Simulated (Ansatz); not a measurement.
# Abstraction of Br: AlBr3 + C2H5Mg → AlBr2 + C2H5BrMg

Species: AlBr3 (aluminum bromide) `[Br][Al]([Br])[Br]`, singlet; C2H5Mg `C[CH2][Mg]`, doublet; AlBr2 `[Br][Al][Br]`, doublet; C2H5BrMg `C[CH2][Mg][Br]`, singlet. A radical takes Br: the energy is the difference in strength between the Al–Br bond broken and the Mg–Br bond made.

Shapes, held fixed at every level: PBE0-D4/def2-TZVP. Programs: Ansatz 0.2.0. The zero-point and thermal change to 298 K, harmonic and unscaled (PBE0-D4/def2-TZVP), is +1.1 kJ/mol.

```json
{"level": "SPW92/def2-TZVPP", "kind": "LDA", "ΔH(298 K) (kJ/mol)": "+1.0", "less CCSD(T)/def2-TZVPP": "+1.8", "CPU time (sum over the molecules)": "14 s"}
{"level": "PBE0-D4/def2-TZVPP", "kind": "global hybrid", "ΔH(298 K) (kJ/mol)": "-1.8", "less CCSD(T)/def2-TZVPP": "-1.0", "CPU time (sum over the molecules)": "39 s"}
{"level": "r2SCAN0-D4/def2-TZVPP", "kind": "global hybrid", "ΔH(298 K) (kJ/mol)": "-8.0", "less CCSD(T)/def2-TZVPP": "-7.2", "CPU time (sum over the molecules)": "68 s"}
{"level": "wB97M-V/def2-TZVPP", "kind": "range-separated hybrid", "ΔH(298 K) (kJ/mol)": "-6.4", "less CCSD(T)/def2-TZVPP": "-5.6", "CPU time (sum over the molecules)": "2.4 min"}
{"level": "wB97X-V/def2-TZVPP", "kind": "range-separated hybrid", "ΔH(298 K) (kJ/mol)": "-6.8", "less CCSD(T)/def2-TZVPP": "-6.0", "CPU time (sum over the molecules)": "1.7 min"}
{"level": "MP2/def2-SVP", "kind": "perturbation theory", "ΔH(298 K) (kJ/mol)": "-9.2", "less CCSD(T)/def2-TZVPP": "-8.4", "CPU time (sum over the molecules)": "–"}
{"level": "CCSD/def2-TZVPP", "kind": "coupled cluster or CI", "ΔH(298 K) (kJ/mol)": "-3.0", "less CCSD(T)/def2-TZVPP": "-2.2", "CPU time (sum over the molecules)": "–"}
{"level": "CCSD(T)/def2-TZVPP", "kind": "coupled cluster or CI", "ΔH(298 K) (kJ/mol)": "-0.8", "less CCSD(T)/def2-TZVPP": "0.0", "CPU time (sum over the molecules)": "16 min"}
```

The highest level, CCSD(T)/def2-TZVPP, gives ΔH(298 K) = -0.8 kJ/mol; the levels span -9.2 to +1.0. That is about zero within the method's error. They disagree on the sign: 1 of 8 are positive. The column of differences is taken from that level and isn't an error. No measured value is set beside it here. Open shells run unrestricted unless RO is named. Relativity is left out for Br unless named. Correlated rows may include outer-core shells of Br, Mg, which these sets cover unevenly. Times are processor times on shared x86 and Arm servers, and rough.
